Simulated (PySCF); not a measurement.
# Fe⁻ (iron, charge -1): UHF calculation

Configuration: [Ar] 3d7 4s2, high-spin 4F determinant. Calculation: PySCF 2.14, in aug-cc-pVTZ with one added diffuse shell each of s, p, d, f, g type (9s8p6d4f3g, 118 functions); no relativity, point nucleus.

* Total energy: -1262.382732 hartree
* One-electron energy: -1752.8734 hartree
* Hartree (Coulomb) energy: 545.0774 hartree
* Exchange energy: -54.5867 hartree
* Kinetic energy: 1262.33927 hartree
* ⟨S²⟩: 4.3339
* ⟨L²⟩: 12.040
* Sum of ⟨r⟩: 30.66 bohr
* Sum of ⟨r²⟩: 154.3 bohr²
* Density at the nucleus (Gaussians lack the cusp): 11800 bohr⁻³
* Spin density at the nucleus: 2.00 bohr⁻³
* Langevin diamagnetic susceptibility: -122 ×10⁻⁶ cm³/mol

```json
{"shell": "1s α", "electrons": "1", "mean orbital energy (hartree)": "-261.04762", "spread (hartree)": "0", "rms radius, mean of both spins (bohr)": "0.0684"}
{"shell": "1s β", "electrons": "1", "mean orbital energy (hartree)": "-261.04491", "spread (hartree)": "0", "rms radius, mean of both spins (bohr)": "0.0684"}
{"shell": "2s α", "electrons": "1", "mean orbital energy (hartree)": "-31.62826", "spread (hartree)": "0", "rms radius, mean of both spins (bohr)": "0.292"}
{"shell": "2s β", "electrons": "1", "mean orbital energy (hartree)": "-31.54188", "spread (hartree)": "0", "rms radius, mean of both spins (bohr)": "0.292"}
{"shell": "2p α", "electrons": "3", "mean orbital energy (hartree)": "-27.10918", "spread (hartree)": "0", "rms radius, mean of both spins (bohr)": "0.261"}
{"shell": "2p β", "electrons": "3", "mean orbital energy (hartree)": "-27.02582", "spread (hartree)": "0", "rms radius, mean of both spins (bohr)": "0.261"}
{"shell": "3s α", "electrons": "1", "mean orbital energy (hartree)": "-3.95680", "spread (hartree)": "0", "rms radius, mean of both spins (bohr)": "0.886"}
{"shell": "3s β", "electrons": "1", "mean orbital energy (hartree)": "-3.70136", "spread (hartree)": "0", "rms radius, mean of both spins (bohr)": "0.886"}
{"shell": "3p α", "electrons": "3", "mean orbital energy (hartree)": "-2.57005", "spread (hartree)": "0", "rms radius, mean of both spins (bohr)": "0.950"}
{"shell": "3p β", "electrons": "3", "mean orbital energy (hartree)": "-2.26519", "spread (hartree)": "0", "rms radius, mean of both spins (bohr)": "0.950"}
{"shell": "3d α", "electrons": "5", "mean orbital energy (hartree)": "-0.31758", "spread (hartree)": "0.04866", "rms radius, mean of both spins (bohr)": "1.39"}
{"shell": "3d β", "electrons": "2", "mean orbital energy (hartree)": "-0.18909", "spread (hartree)": "0", "rms radius, mean of both spins (bohr)": "1.39"}
{"shell": "4s α", "electrons": "1", "mean orbital energy (hartree)": "-0.09686", "spread (hartree)": "0", "rms radius, mean of both spins (bohr)": "8.16"}
{"shell": "4s β", "electrons": "1", "mean orbital energy (hartree)": "0.00244", "spread (hartree)": "0", "rms radius, mean of both spins (bohr)": "8.16"}
```

⟨S²⟩ = 4.33 against 3.75 shows spin contamination. At UHF the highest occupied level has a positive energy, so only the finite basis holds that electron.

Spin-orbit constants ζ (cm⁻¹) from the X2C one-electron operator on these orbitals (non-relativistic here): bare nucleus, nucleus screened by l(l+1)(2l+1)/3 electrons, and screened by the Breit-Pauli mean field of the electrons.

| shell | bare | screened nucleus | mean field |
| --- | --- | --- | --- |
| 2p | 68000 | 62770 | n/a |
| 3p | 7982 | 7368 | n/a |
| 3d | 692.8 | 426.3 | n/a |

To first order the Landé constant is A = -142.1 cm⁻¹, so the lowest level has J = 9/2 and lies 0.0793 eV below the centre of the term. This holds in LS coupling only.
